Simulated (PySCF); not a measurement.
Compound: C7H7F.
Atom-mapped SMILES: `[CH3:1][c:2]1[cH:3][cH:4][cH:5][cH:6][c:7]1[F:8]` (hydrogens: H9, H10, H11 on C1; H12 on C3; H13 on C4; H14 on C5; H15 on C6)

All values: wB97X-D/pcSseg-2 (PySCF, non-relativistic), on one gas-phase PBE0-D3(BJ)/def2-TZVP geometry that isn't relaxed in the solvent. The solvent is an IEF-PCM continuum (cavity from Bondi-type radii × 1.2). Only the electrostatic response of the medium enters.

Gas phase at wB97X-D/pcSseg-2: HOMO -8.78 eV, LUMO 1.37 eV, dipole 1.23 D.

Q: What does the continuum do to the energy, the frontier levels and the dipole at wB97X-D/pcSseg-2 in chloroform?

A: 
| solvent | ε | E(solvent) − E(gas) (kcal/mol) | polarisation term (kcal/mol) | distortion of the solute (kcal/mol) | HOMO (eV) | LUMO (eV) | dipole (D) |
| --- | --- | --- | --- | --- | --- | --- | --- |
| chloroform | 4.711 | -2.16 | -2.36 | 0.20 | -8.78 | 1.40 | 1.50 |

Polarisation term: ½ Σ q·V over the induced surface charges. Distortion: the rise of the solute's own energy as its density leaves the gas-phase optimum.

Q: Which radius a makes the point-dipole formula ΔE = −[(ε − 1)/(2ε + 1)]·μ²/a³ give the value in chloroform, with the gas-phase dipole?

A: μ = 0.484 au and |ΔE| = 0.00345 Eh give a = 1.53 Å; the farthest nucleus lies 3.17 Å from the centroid of the nuclei, so such a sphere wouldn't even hold the nuclei. The formula assumes a rigid point dipole at the centre of a sphere.

Note: wB97X-D ran without an empirical dispersion term, which enters the total energy and its gradient alone.
